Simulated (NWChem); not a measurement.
Molecule: CH₅ClSn; SMILES [CH3][SnH2][Cl]

Results from NWChem. Geometry: optimised at PBE0/def2-SVP. def2 effective core potentials on Sn; no spin-orbit coupling. Vertical excitations in the gas phase; the lowest state need not have the same character in each row.

For level PBE/def2-SVP, full TDDFT:

```
Item                                      Value
----------------------------------------  -----
lowest excitation, singlet (eV)            5.76
lowest state with f > 0.02, singlet (eV)   6.47
lowest triplet (eV)                        5.30
orbital gap (eV)                           5.54
```

Q: How do the values read with level B3LYP/def2-SVP, full TDDFT instead?

A: 
- lowest excitation, singlet (eV): 6.09
- lowest state with f > 0.02, singlet (eV): 7.18
- lowest triplet (eV): 5.60
- orbital gap (eV): 7.24
